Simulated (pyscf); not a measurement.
H₂N–CH₂–CH₂–Al(NH₂)–NH₂ (SMILES NC[CH2][Al]([NH2])[NH2]) → H₃C–CH₂–NH–Al(NH₂)–NH₂ (SMILES CC[NH][Al]([NH2])[NH2]), a concerted two-bond exchange (singlet surface; H–N, Al–C broken, Al–N, C–H formed). PySCF, gas phase, ωB97X-D3(BJ)/def2-SVP geometries. Energies in kJ/mol from the reactant's lowest minimum found.

Small-basis levels: PySCF, no dispersion term, spherical d functions. AM1 to PM7: differences of heats of formation from MOPAC, which are fitted to 298 K values and so differ in kind from electronic energies by zero-point and thermal terms. Cost: rough CPU time at the saddle relative to B3LYP/6-31G*, from one job on a shared machine.

```json
[
 {"level": "HF/3-21G", "barrier": "313.5", "reaction energy": "-10.7", "cost": "0.07"},
 {"level": "MP2/6-31G*", "barrier": "249.9", "reaction energy": "-39.7", "cost": "0.1"},
 {"level": "SVWN5/6-31G*", "barrier": "194.7", "reaction energy": "-23.7", "cost": "1"},
 {"level": "PBE/6-31G*", "barrier": "213.1", "reaction energy": "-34.1", "cost": "2"},
 {"level": "B3LYP/STO-3G", "barrier": "297.7", "reaction energy": "-11.6", "cost": "0.5"},
 {"level": "B3LYP/3-21G", "barrier": "245.2", "reaction energy": "-11.4", "cost": "0.7"},
 {"level": "B3LYP/LANL2DZ", "barrier": "242.7", "reaction energy": "-48.5", "cost": "0.7"},
 {"level": "B3LYP/6-31G*", "barrier": "241.5", "reaction energy": "-47.5", "cost": "1"},
 {"level": "B3LYP/6-311+G**", "barrier": "237.5", "reaction energy": "-50.9", "cost": "2"},
 {"level": "PBE/def2-SVP", "barrier": "200.6", "reaction energy": "-34.6", "cost": "2"},
 {"level": "B3LYP/def2-SVP", "barrier": "229.3", "reaction energy": "-46.8", "cost": "1"},
 {"level": "PM6", "barrier": "342.3", "reaction energy": "-11.3", "cost": "under 0.02"},
 {"level": "ωB97M-D3(BJ)/def2-TZVP", "barrier": "229.3", "reaction energy": "-40.6", "cost": "–"}
]
```

Against the last row the barrier runs from -34.6 (SVWN5/6-31G*) to +113.0 kJ/mol (PM6). ωB97M-D3(BJ)/def2-TZVP has limits of its own. On the product side the descent ends in a point that may be a rotor saddle (no frequency run), 5.4 kJ/mol over the lowest minimum found and 265.6 kJ/mol under the saddle at ωB97X-D3(BJ)/def2-TZVP. What is counted as formed (Al–N) is already present as a longer contact in the reactant adduct; forming that adduct is a step of its own. H₂N–CH₂–CH₂–Al(NH₂)–NH₂ is closed by a dative Al–N contact. One saddle was located; it need not be the lowest between these sides.
